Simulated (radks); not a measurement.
Hg+, 79 electrons, occupied as [Xe] 4f14 5d10 6s1.

Method: scalar-relativistic Kohn-Sham, LDA (Slater exchange, VWN5 correlation), spin-polarised, spherical densities, point nucleus; open shells are filled with parallel spins first (spin-orbit coupling, left out, can overturn this in heavy ions); hard spherical wall at 5 bohr; computed with a radial shooting solver on a logarithmic mesh with Libxc functionals.

Energy parts (Ry):
part                       energy
total                 -39223.1718
kinetic                44032.6805
electron-nucleus      -97696.6972
Hartree                15159.7187
exchange-correlation    -718.8737

Orbitals (lengths in bohr, moments of r in powers of bohr):
| orbital | occ. | eigenvalue (Ry) | <1/r> |
|---|---|---|---|
| 1s up | 1 | -6109.966 | 97.59 |
| 1s down | 1 | -6109.965 | 97.59 |
| 2s up | 1 | -1083.482 | 22.89 |
| 2s down | 1 | -1083.481 | 22.89 |
| 2p up | 3 | -934.6305 | 20.28 |
| 2p down | 3 | -934.6298 | 20.28 |
| 3s up | 1 | -257.5614 | 8.482 |
| 3s down | 1 | -257.5605 | 8.482 |
| 3p up | 3 | -214.5686 | 7.717 |
| 3p down | 3 | -214.5677 | 7.717 |
| 3d up | 5 | -169.2963 | 7.258 |
| 3d down | 5 | -169.2956 | 7.258 |
| 4s up | 1 | -57.06431 | 3.644 |
| 4s down | 1 | -57.06292 | 3.644 |
| 4p up | 3 | -42.96721 | 3.284 |
| 4p down | 3 | -42.96562 | 3.284 |
| 4d up | 5 | -26.24915 | 2.947 |
| 4d down | 5 | -26.24736 | 2.947 |
| 4f up | 7 | -7.70156 | 2.534 |
| 4f down | 7 | -7.69959 | 2.534 |
| 5s up | 1 | -9.33978 | 1.509 |
| 5s down | 1 | -9.33649 | 1.509 |
| 5p up | 3 | -5.53677 | 1.281 |
| 5p down | 3 | -5.53091 | 1.282 |
| 5d up | 5 | -1.37253 | 0.8938 |
| 5d down | 5 | -1.34958 | 0.9006 |
| 5f up | 0 | 0.74064 | 0.3731 |
| 5f down | 0 | 0.79388 | 0.3726 |
| 6s up | 1 | -1.07521 | 0.5303 |
| 6s down | 0 | -1.01949 | 0.5319 |
| 6p up | 0 | -0.42509 | 0.4476 |
| 6p down | 0 | -0.36814 | 0.4467 |
| 7s up | 0 | 0.78663 | 0.4516 |
| 7s down | 0 | 0.82411 | 0.4511 |

The highest occupied level is 6s up at -14.629 eV. The pressure on the wall is 4.18 GPa. Summed over all electrons, <r^2> = 49.05 bohr^2, which gives a Langevin (diamagnetic) susceptibility term of -38.8 x 10^-6 cm^3/mol.
